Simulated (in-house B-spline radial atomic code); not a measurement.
Solving the quasi-particle equation for 5d of Bi⁵⁺

Configuration [Xe] 4f14 5d10, start HSE06; correlation leaves out the deepest shell. Computed with a B-spline radial code for spherical atoms: all electrons, scalar-relativistic (spin-free one-electron X2C), finite nucleus, each spin shell either full or empty, empty states to l = 9 with an (l + 1/2)⁻⁴ tail; G0W0 by contour deformation at full frequency.

At the mean-field level ε = -82.641 eV the matrix elements are Σx = -44.147 eV, v_xc = -37.29 eV and Σc(ε) = -0.631 eV, and the slope of the correlation self-energy is dΣc/dω = -0.0377. The quasi-particle energy solves E = ε + Σx − v_xc + Σc(E).

Q: What does the linearised equation give?

A: Z = 1/(1 − dΣc/dω) = 1/1.0377 = 0.9637. The first-order shift is Σx − v_xc + Σc(ε) = -44.147 − (-37.29) + (-0.631) = -7.488 eV, so E ≈ ε + Z × shift = -82.641 + 0.9637 × (-7.488) = -89.857 eV.

Q: How does that compare with the full solution and with static screening?

A: Solving the equation at full frequency dependence gives E = -89.841 eV, where Σc = -0.343 eV and the weight is 0.959; the linearised value is off by 16 meV. Leaving Z out would give -90.129 eV. Static COHSEX puts -3.672 eV in place of Σc and gives -93.170 eV, 3.33 eV deeper.
